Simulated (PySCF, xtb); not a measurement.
C2H5F2In, SMILES C[CH2][In]([F])[F].

xtb 6.7.1 with GFN2-xTB at its own geometry gives an orbital gap of 2.75 eV and a dipole moment of 7.25 D.

The structure is a stationary point at PBE0-D3(BJ)/def2-SVP. The structure was generated by enumeration; whether it is a known compound was not checked. The def2 effective core potentials stand for the cores of In; spin–orbit coupling is left out. Other conformers were not sampled.

What does PySCF with CAM-B3LYP/def2-TZVP give? (The exact figures need the calculation; the answer reports its results.)

gap 9.12 eV (levels -9.96 and -0.84 eV), dipole 5.01 D.
